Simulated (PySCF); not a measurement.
PySCF 2.14 output of an unrestricted LDA calculation on a single atom or ion in ANO-RCC-VTZP (6s5p3d2f1g, 59 functions), with the spin-free X2C one-electron Hamiltonian (Gaussian nucleus):

```
SCF conv_tol = 1e-09
number electrons alpha = 14  beta = 11
    P. A. M. Dirac.,  Math. Proc. Cambridge Philos. Soc. 26, 376 (1930)
    F. Bloch.,  Z. Phys. 57, 545 (1929)
    S. H. Vosko, L. Wilk, and M. Nusair.,  Can. J. Phys. 58, 1200 (1980)
cycle= 1 E= -1155.89535181006  delta_E= 0.0213  |g|= 0.411  |ddm|= 0.435
cycle= 2 E= -1155.4692710726  delta_E= 0.426  |g|= 1.42  |ddm|= 0.916
cycle= 3 E= -1155.93537107447  delta_E= -0.466  |g|= 0.197  |ddm|= 0.558
cycle= 4 E= -1155.94777577566  delta_E= -0.0124  |g|= 0.0168  |ddm|= 0.133
cycle= 5 E= -1155.94785453261  delta_E= -7.88e-05  |g|= 0.00278  |ddm|= 0.00872
cycle= 6 E= -1155.94785684766  delta_E= -2.32e-06  |g|= 0.000342  |ddm|= 0.00217
cycle= 7 E= -1155.94785688191  delta_E= -3.42e-08  |g|= 1.96e-05  |ddm|= 0.000185
cycle= 8 E= -1155.94785688201  delta_E= -1.02e-10  |g|= 1e-06  |ddm|= 9.87e-06
converged SCF energy = -1155.94785688201  <S^2> = 3.758584  2S+1 = 4.0042897
```

The run itself started from symmetry-adapted Hartree-Fock orbitals and held the occupation by maximum overlap, on a logarithmic radial grid, so the iterations belong to that start.

Task: Which element, charge and spin multiplicity is this?

Result: Mn (manganese, neutral), multiplicity 4; the state was [Ar] 3d7, high-spin 4F determinant (an excited configuration).
